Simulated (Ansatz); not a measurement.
Two members of one family (N-doped PAH family), computed with Ansatz in the gas phase. The two geometries come from different levels. Binding counts from free atoms in the multiplicity of their measured ground term, without zero-point energy. Sets without diffuse functions give affinities that are too small. A dash marks a value that wasn't run or was left out as unsound. The structures are stationary points that may keep the symmetry of their start. Remarks come from the PBE and PBE0 runs and from stability tests at other levels; not every state was tested. A HOMO above zero means that the electron is unbound at that level and held by the basis, or that self-interaction error raises the level; the energy of removing that electron tells which. HOMO above LUMO (over both spins in singlets and doublets, within one spin in higher multiplets; at PBE or PBE0), or a gap under 0.15 eV within one spin, warns that the state may not be the lowest or that an electron is smeared out.

First: c1cc2ncc3ccc4nccc(c2c1)c34 (singlet, charge 0, PBE0-D4/def2-SVP geometry).

```xyz
24

C    -2.070    2.345    1.926
C    -2.797    1.273    1.494
C    -1.919    0.401    0.749
N    -2.368   -0.698    0.226
C    -1.685   -1.617   -0.495
C    -0.361   -1.630   -0.857
C     0.281   -2.689   -1.648
C     1.590   -2.393   -1.826
C     1.870   -1.117   -1.153
N     3.019   -0.485   -1.092
C     3.003    0.679   -0.406
C     1.888    1.217    0.207
C     0.636    0.544    0.148
C    -0.553    1.058    0.767
C    -0.699    2.215    1.482
C     0.657   -0.659   -0.561
H    -2.448    3.181    2.516
H    -3.853    1.058    1.651
H    -2.299   -2.464   -0.826
H    -0.248   -3.566   -2.020
H     2.338   -2.972   -2.365
H     3.957    1.212   -0.350
H     1.978    2.165    0.737
H     0.086    2.940    1.697
```

```json
{"level": "PBE-D4/def2-SVP", "HOMO (eV)": "-5.47", "LUMO (eV)": "-4.04", "gap (eV)": "1.43", "vertical IE (eV)": "7.79", "vertical EA (eV)": "1.92", "vertical triplet (eV)": "1.38", "binding per atom (eV)": "5.78"}
{"level": "PBE-D4/def2-TZVP", "HOMO (eV)": "-5.53", "LUMO (eV)": "-4.11", "gap (eV)": "1.42", "vertical IE (eV)": "–", "vertical EA (eV)": "–", "vertical triplet (eV)": "–", "binding per atom (eV)": "5.69"}
{"level": "r2SCAN-D4/def2-TZVP", "HOMO (eV)": "-5.65", "LUMO (eV)": "-4.08", "gap (eV)": "1.57", "vertical IE (eV)": "–", "vertical EA (eV)": "–", "vertical triplet (eV)": "–", "binding per atom (eV)": "5.45"}
{"level": "PBE0-D4/def2-SVP", "HOMO (eV)": "-6.39", "LUMO (eV)": "-3.43", "gap (eV)": "2.95", "vertical IE (eV)": "7.88", "vertical EA (eV)": "1.99", "vertical triplet (eV)": "1.36", "binding per atom (eV)": "5.62"}
{"level": "PBE0-D4/def2-TZVP", "HOMO (eV)": "-6.39", "LUMO (eV)": "-3.45", "gap (eV)": "2.94", "vertical IE (eV)": "–", "vertical EA (eV)": "–", "vertical triplet (eV)": "–", "binding per atom (eV)": "5.53"}
```

Remarks: gap within one spin near zero at PBE or PBE0 (+1 doublet), HOMO above zero (-1 doublet), gap within one spin near zero at PBE or PBE0 (triplet).

Second: c1cc2ccc3ccc4cncc(c2c1)c34 (singlet, charge 0, r2SCAN-D4/def2-SVP geometry).

Cartesian coordinates in Å:
```
C -2.713 2.467 0.549
C -2.264 1.858 1.709
C -1.228 0.939 1.356
C -0.559 0.162 2.286
C 0.479 -0.785 2.103
C 1.074 -1.154 0.911
C 2.145 -2.142 0.782
C 2.498 -2.264 -0.531
C 1.666 -1.358 -1.317
C 1.606 -1.089 -2.672
N 0.731 -0.186 -3.179
C -0.078 0.447 -2.355
C -0.130 0.269 -0.926
C -1.062 1.021 -0.134
C -1.985 1.962 -0.575
C 0.786 -0.673 -0.424
H -3.502 3.221 0.487
H -2.619 2.030 2.726
H -0.885 0.304 3.323
H 0.849 -1.276 3.009
H 2.575 -2.681 1.629
H 3.266 -2.922 -0.941
H 2.263 -1.592 -3.392
H -0.766 1.165 -2.819
H -2.145 2.277 -1.606
```

**Question.** Estimate the same table for the second.

**Answer.** 
```csv
level,HOMO (eV),LUMO (eV),gap (eV),vertical IE (eV),vertical EA (eV),vertical triplet (eV),binding per atom (eV)
PBE-D4/def2-SVP,-5.07,-3.78,1.29,7.34,1.71,1.27,5.78
PBE-D4/def2-TZVP,-5.13,-3.84,1.29,–,–,–,5.68
r2SCAN-D4/def2-TZVP,-5.24,-3.81,1.42,–,–,–,5.47
PBE0-D4/def2-SVP,-5.92,-3.20,2.72,7.38,1.79,1.24,5.63
PBE0-D4/def2-TZVP,-5.92,-3.22,2.71,–,–,–,5.54
```

Remarks: HOMO above zero (-1 doublet).
